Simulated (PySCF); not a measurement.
Computed IR spectrum (relative IR intensity) of a molecule C₂H₇AlFN. Geometry optimised at PBE-D3(BJ)/def2-SVP. The values are those of a single conformer. All values below come from PBE-D3(BJ)/def2-SVP (PySCF). Frequencies are harmonic and unscaled.

Lines under 2 % of the strongest are left out, and lines within 2 cm⁻¹ are merged.

```csv
ν (cm⁻¹),relative intensity
159,4.7
208,9.9
255,12
271,3.5
364,23
389,90
552,6.6
591,19
617,31
794,100
877,71
934,17
1016,14
1345,2.4
1377,3.6
1424,3.9
1432,4.8
1472,34
2955,30
2961,6.4
3004,2.1
3031,18
3042,19
3506,17
3597,17
```

### Question
Which molecule gave these data?
(A) C[N](C)[AlH][F]
(B) C[CH2][Al]([NH2])[F]
(C) C[NH][Al]([CH3])[F]

### Answer
B, C[CH2][Al]([NH2])[F]
